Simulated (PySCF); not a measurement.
Below is a simulated gas-phase C 1s photoelectron spectrum of `[BH3-][P+]1(C2=COC=C2)CC1`.

Every computed line was given a Gaussian of 0.6 eV full width at half maximum and an area set by the number of equivalent atoms; the highest printed point is 100. Method used: delta-SCF UKS SCAN, pcX-2 on the ionised atom, pcseg-1 elsewhere, spin-free X2C in PySCF.

binding energy (eV), intensity and a bar:
```
    289.9          0 
    290.0          0 
    290.1          2 
    290.2          5 #
    290.3         11 ###
    290.4         23 #######
    290.5         42 #############
    290.6         65 ####################
    290.7         87 ##########################
    290.8        100 ##############################
    290.9         99 ##############################
    291.0         83 #########################
    291.1         61 ##################
    291.2         39 ############
    291.3         22 #######
    291.4         14 ####
    291.5         14 ####
    291.6         20 ######
    291.7         31 #########
    291.8         42 #############
    291.9         50 ###############
    292.0         50 ###############
    292.1         44 #############
    292.2         32 ##########
    292.3         21 ######
    292.4         11 ###
    292.5          5 ##
    292.6          2 #
    292.7          1 
    292.8          0
```

Q: Count the maxima, the lines and the sites behind this envelope.

A: The curve has 2 maxima (at 290.8 and 292.0 eV). Under it lie 5 lines from 5 inequivalent carbon sites. At this width some lines have no maximum of their own.

Q: Decompose the envelope and assign each component. Numbering: `[BH3-:1][P+:2]1([c:3]2[cH:4][cH:5][o:6][cH:7]2)[CH2:8][CH2:9]1`.

A: 
| position (eV) | relative area | line | atoms | environment |
| --- | --- | --- | --- | --- |
| 290.79 | 1 | C 1s | C4 | aromatic CH carbon |
| 290.84 | 1 | C 1s | C3 | substituted aromatic carbon |
| 290.87 | 2 | C 1s | C8/C9 | sp3 carbon bound to phosphorus |
| 291.95 | 1 | C 1s | C7 | aromatic CH next to a ring oxygen |
| 291.97 | 1 | C 1s | C5 | aromatic CH next to a ring oxygen |

Lowest listed C 1s: C4, bonded to 2 C (aromatic in the SMILES) and H. Highest, 1.18 eV above it: C5, bonded to O (aromatic in the SMILES), C (aromatic in the SMILES) and H. The widest gap between neighbouring values is 1.08 eV, between 290.87 and 291.95 eV. Summing the Pauling electronegativity differences to the bonded atoms, each weighted by its formal bond order, gives -0.35 for the lowest site and +0.99 for the highest; no listed site has a larger sum than the highest. The smallest sum, -1.06, belongs to C8/C9, 0.08 eV above the lowest. The values 290.84 and 290.87 eV; the values 291.95 and 291.97 eV lie too close for their order to be trusted.

Shake-up satellites, vibrational structure and lifetime widths aren't simulated. One atom of each set of topologically equivalent atoms was ionised and stands for the set; in this conformer not all members are related by symmetry, and their own values weren't computed. The structure is a single PBE0-D3(BJ)/def2-SVP conformer in the gas phase; no vibrational or solvent corrections.

The values belong to the conformer `[BH3-:1][P+:2]1([c:3]2[cH:4][cH:5][o:6][cH:7]2)[CH2:8][CH2:9]1`: B1–P2–C3–C4 32°.
